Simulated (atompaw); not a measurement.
**Building the PAW (atompaw) potential for oxygen (O) (PBE, scalar-relativistic).**

oxygen, PAW, made with atompaw 4.2.0.5 (PBE, scalar-relativistic). Core [He], reference 2s2 2p3 (charge +1). Waves: 2s (bound): rc 1.90 bohr; 2s channel at -1.75 Ry: rc 1.90 bohr; 2p (bound): rc 1.90 bohr; 2p channel at -0.7 Ry: rc 1.90 bohr. Local part: troulliermartins scheme with l = 2 at 1 Ry, radius 1.55 bohr. Core correction: smooth core density matched at 1.00 bohr. Augmentation charge: sinc compensation charge, radius 1.65 bohr; PAW radius 1.90 bohr; waves and projectors: custom polynom gramschmidtortho.

**Question.** Does the generator finish with these settings?

**Answer.** Yes, a potential is produced.

**Question.** Estimate the cutoffs (Ry, on a coarse ladder) from which the occupation-weighted sum of valence levels, in a spherical-Bessel basis at the reference potential, stays within 10 and 1 mRy of its value at 400 Ry.

**Answer.** 18 Ry and 35 Ry.

**Question.** Does the potential have ghost states?

**Answer.** No extra level below or beside the all-electron valence levels (s, p, d, f tested).

**Question.** Is the overlap operator S = 1 + Σ q|β⟩⟨β| positive definite (Bessel basis up to 400 Ry)?

**Answer.** Yes: its lowest eigenvalue is 0.89 (s channel).

**Question.** Which valence shell sets the plane-wave cutoff?

**Answer.** 2p: its level needs 21 Ry to come within 1 mRy, against 15 Ry for 2s.
